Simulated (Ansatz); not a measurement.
B9N9H24, a nanocrystal cut from wurtzite BN (hydrogen-capped), relaxed as a singlet with RKS PBE-D4/def2-SVP in Ansatz, starting from the GFN2-xTB geometry. Force threshold 0.03 eV/Å.

Start:

```csv
atom,x (Å),y (Å),z (Å)
B1,-2.116,-1.590,1.610
N2,-2.705,-1.367,0.132
N3,-0.711,-0.894,1.574
B4,0.235,-1.577,0.541
B5,-1.732,-0.561,-0.813
N6,-0.381,-1.324,-0.897
N7,1.633,-0.888,0.571
B8,2.630,-1.580,-0.422
B9,0.608,-0.554,-1.815
N10,1.968,-1.352,-1.868
B11,-0.843,0.637,1.312
N12,-1.423,0.812,-0.154
N13,0.568,1.298,1.331
B14,1.529,0.642,0.295
B15,-0.457,1.628,-1.054
N16,0.866,0.818,-1.134
B17,0.475,2.849,1.120
N18,-0.157,3.007,-0.349
H19,-2.005,-2.763,1.811
H20,-2.836,-1.057,2.400
H21,-2.905,-2.270,-0.281
H22,-3.589,-0.878,0.203
H23,-0.322,-1.026,2.500
H24,0.335,-2.747,0.766
H25,-2.245,-0.436,-1.889
H26,-0.557,-2.229,-1.317
H27,2.033,-1.019,1.492
H28,2.701,-2.753,-0.208
H29,3.699,-1.047,-0.394
H30,0.183,-0.429,-2.929
H31,1.814,-2.254,-2.302
H32,2.627,-0.855,-2.456
H33,-1.561,1.147,2.121
H34,-2.291,1.326,-0.079
H35,0.965,1.175,2.255
H36,2.609,1.154,0.333
H37,-0.921,1.836,-2.140
H38,1.517,1.336,-1.711
H39,-0.264,3.344,1.917
H40,1.560,3.348,1.131
H41,-1.014,3.543,-0.281
H42,0.479,3.549,-0.921
```

```csv
step,energy (eV),largest force component (eV/Å),SCF passes
1,-19866.0396,0.782,21
2,-19866.3138,0.235,20
3,-19866.3513,0.071,20
4,-19866.3518,0.005,13
```

Force components are those of the run's own axes.

End:

```xyz
42

B    -2.1408   -1.6060    1.6182
N    -2.7221   -1.3722    0.1297
N    -0.7183   -0.9071    1.6006
B     0.2493   -1.5999    0.5734
B    -1.7428   -0.5638   -0.8202
N    -0.3775   -1.3364   -0.8894
N     1.6577   -0.9018    0.5829
B     2.6544   -1.5956   -0.4357
B     0.6113   -0.5579   -1.8284
N     1.9783   -1.3600   -1.8833
B    -0.8420    0.6403    1.3533
N    -1.4264    0.8156   -0.1399
N     0.5774    1.3159    1.3550
B     1.5581    0.6458    0.3253
B    -0.4595    1.6390   -1.0632
N     0.8795    0.8213   -1.1274
B     0.4743    2.8803    1.1225
N    -0.1599    3.0262   -0.3556
H    -2.0287   -2.8152    1.8147
H    -2.8864   -1.0537    2.4260
H    -2.9454   -2.2746   -0.3093
H    -3.6252   -0.8831    0.1746
H    -0.3518   -1.0590    2.5495
H     0.3478   -2.8025    0.7977
H    -2.2575   -0.4287   -1.9280
H    -0.5634   -2.2460   -1.3286
H     2.0922   -1.0533    1.5028
H     2.7218   -2.8052   -0.2221
H     3.7522   -1.0409   -0.4157
H     0.1639   -0.4227   -2.9650
H     1.8194   -2.2615   -2.3510
H     2.6321   -0.8655   -2.5037
H    -1.5842    1.1641    2.1786
H    -2.3096    1.3366   -0.0809
H     0.9810    1.2276    2.2969
H     2.6656    1.1735    0.3585
H    -0.9373    1.8368   -2.1781
H     1.5292    1.3462   -1.7252
H    -0.2946    3.3909    1.9358
H     1.5917    3.3950    1.1269
H    -1.0274    3.5764   -0.3162
H     0.4637    3.5809   -0.9558
```

By distances, no bond broke or formed. The bond that changes most is B17–H39, from 1.19 to 1.23 Å (atoms count from 1).

No frequencies were taken in this run, so the end may be a saddle point.

Run time 27 s (2 threads of AMD EPYC 7R13 on a shared host and a share (18 GiB) of an NVIDIA H100 80GB HBM3).
